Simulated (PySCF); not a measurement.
InH3.
SMILES: `[InH3]`

Level of theory: PBE0-D3(BJ)/def2-SVP geometry optimisation, gas phase, def2 core potentials past Kr in PySCF.

Masses are those of the commonest isotopes; rigid-rotor values at the optimised geometry. 

Question: Give the principal moments of inertia and the rotational constants in GHz.

Answer: Ia = 4.53, Ib = 4.55, Ic = 9.08 u·Å²; 505379 MHz·u·Å²/I gives 111464, 111140 and 55651 MHz, that is A = 111.46, B = 111.14, C = 55.651 GHz.

Question: Classify the top.

Answer: An oblate symmetric top, as the point group D3h requires two equal moments; the computed ones differ by 0.29 % because the geometry is symmetric only within the optimiser's tolerance; Ray's κ = 0.988.

Question: What does the inertial defect say?

Answer: Planar: Δ = Ic − Ia − Ib = 0.00 u·Å². For a rigid frame Δ = −2 Σ m c², so it vanishes when all atoms lie in the ab plane; here none is more than 0.01 Å from it.

The point group D3h allows no dipole (computed: 0.01 D), so a rigid rotor has no electric-dipole lines.

Question: Estimate the classical rotational partition function at 100 K, 200 K and 500 K.

Answer: Point group D3h, symmetry number σ = 6; q = (√π/σ)·√((kT/h)³/(ABC)), k/h = 20836.6 MHz/K: 33.8 at 100 K, 95.7 at 200 K, 378 at 500 K.

No PBE0-D3(BJ)/def2-SVP frequencies stand behind this structure, so it isn't proved a minimum. No vibrational averaging or centrifugal distortion is included, and the geometry carries the error of its method.

On Intel Xeon Platinum 8488C, one thread, shared host, this took 3.9 s and 0.26 GiB of memory at its peak. That covers the optimisation of the geometry.
